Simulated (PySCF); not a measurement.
# Ir+: ionisation energy

Ir+ [Xe] 4f14 5d7 6s1 (5F) → Ir(2+) [Xe] 4f14 5d7 (4F), as a difference of total energies. Calculation: PySCF 2.14, in aug-cc-pVDZ-PP with ECP60MDF; scalar relativity through the core potential. Correlated levels: valence: 5s2 5p6 frozen. The calculations carry no spin-orbit coupling.

```
           method  ionisation energy (eV)
              UHF                  16.302
    MP2 (valence)                  17.272
SCS-MP2 (valence)                  16.980
   CCSD (valence)                  17.202
CCSD(T) (valence)                  17.224
```

Q: How much does correlation contribute at CCSD(T) (valence)?

A: 17.224 − (16.302) = 0.922 eV, measured against UHF.

The reference lies between the lowest fine-structure levels, while these numbers refer to the centres of the terms.

Errors of the correlated levels include the incompleteness of this basis and the frozen core.

For comparison: 17 ± 0.3 eV (semi-empirical (NIST evaluation); NIST Atomic Spectra Database, ionization energies).
